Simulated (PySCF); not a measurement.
HSSi, charge +1, multiplicity 1.

```xyz
3

Si     0.0007     1.1317     0.0000
S     -0.0808    -0.9310     0.0000
H      1.2822    -0.9475     0.0000
```
Charge +1, spin multiplicity 1.

The structure is a stationary point at B3LYP-D3(BJ)/def2-TZVP. The isomer is the one that the SMILES or the coordinates give; other isomers of the formula were not compared.

All values below come from B3LYP/pcSseg-2 (PySCF). Non-relativistic, no solvent.

Task: Give the absolute GIAO shielding of each atom: isotropic value and principal components (ppm). (The exact figures need the calculation; the answer reports its results.)

Result: 
```tsv
atom	σ(iso)	σ11	σ22	σ33	span
Si1	-237.3	-758.0	-629.9	676.0	1433.9
S2	57.9	-792.3	101.0	865.0	1657.3
H3	25.1	22.8	25.6	26.8	3.9
```
